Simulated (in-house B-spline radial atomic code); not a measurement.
Successive ionisation energies of platinum; each step leads to the configuration of the next row (after the last: [Kr] 4d10 4f1). Dirac energy differences include first-order Breit, QED and recoil terms. NIST's values go from ground level to ground level; the uncertainty of those that are theory runs from under 0.1 % in few-electron ions to several per cent in heavy many-electron ones. Computed with a radial B-spline atomic code at the basis-set limit: Dirac-Hartree-Fock, average of the configuration, finite nuclei.

| ion | configuration | ionisation energy (eV) | tabulated value (eV) | computed minus tabulated (eV) | highest orbital | largest mean radius (bohr) |
| --- | --- | --- | --- | --- | --- | --- |
| Pt15+ | [Kr] 4d10 4f14 5s2 5p1 | 337.0 | 358 | -21.0 | 5p3/2 | 0.97955 |
| Pt16+ | [Kr] 4d10 4f14 5s2 | 416.1 | 392 | 24.1 | 5s1/2 | 0.87524 |
| Pt17+ | [Kr] 4d10 4f13 5s2 | 457.4 | 445 | 12.4 | 5s1/2 | 0.86126 |
| Pt18+ | [Kr] 4d10 4f12 5s2 | ? | ? | ? | ? | ? |
| Pt19+ | [Kr] 4d10 4f12 5s1 | 500.0 | 507 | -7.0 | 5s1/2 | 0.83977 |
| Pt20+ | [Kr] 4d10 4f12 | 564.0 | 550 | 14.0 | 4f7/2 | 0.46798 |
| Pt21+ | [Kr] 4d10 4f11 | 609.1 | 610 | -0.9 | 4f7/2 | 0.46002 |
| Pt22+ | [Kr] 4d10 4f10 | 655.5 | 660 | -4.5 | 4f7/2 | 0.45245 |
| Pt23+ | [Kr] 4d10 4f9 | 703.0 | 710 | -7.0 | 4f7/2 | 0.4472 |
| Pt24+ | [Kr] 4d10 4f8 | 751.8 | 760 | -8.2 | 4f7/2 | 0.4436 |
| Pt25+ | [Kr] 4d10 4f7 | ? | ? | ? | ? | ? |
| Pt26+ | [Kr] 4d10 4f6 | 852.6 | 870 | -17.4 | 4f7/2 | 0.43641 |
| Pt27+ | [Kr] 4d10 4f5 | 904.7 | 930 | -25.3 | 4f7/2 | 0.43284 |
| Pt28+ | [Kr] 4d10 4f4 | ? | ? | ? | ? | ? |
| Pt29+ | [Kr] 4d10 4f3 | 1012.3 | 1040 | -27.7 | 4f7/2 | 0.42576 |
| Pt30+ | [Kr] 4d10 4f2 | 1067.7 | 1090 | -22.3 | 4f7/2 | 0.42227 |

Task: Fill in the row of Pt18+.

Result: ionisation energy (eV): 471.9; tabulated value (eV): 479; computed minus tabulated (eV): -7.1; highest orbital: 5s1/2; largest mean radius (bohr): 0.84782.

Task: Fill in the row of Pt25+.

Result: ionisation energy (eV): 801.6; tabulated value (eV): 820; computed minus tabulated (eV): -18.4; highest orbital: 4f7/2; largest mean radius (bohr): 0.44.

Task: Fill in the row of Pt28+.

Result: ionisation energy (eV): 958.0; tabulated value (eV): 980; computed minus tabulated (eV): -22.0; highest orbital: 4f7/2; largest mean radius (bohr): 0.42929.

Where a p, d or f electron is removed, the computed value is a mean over both j, so it misses the tabulated one by a part of the spin-orbit splitting; averaging over terms and missing correlation add to the gap, relatively most at low charge.
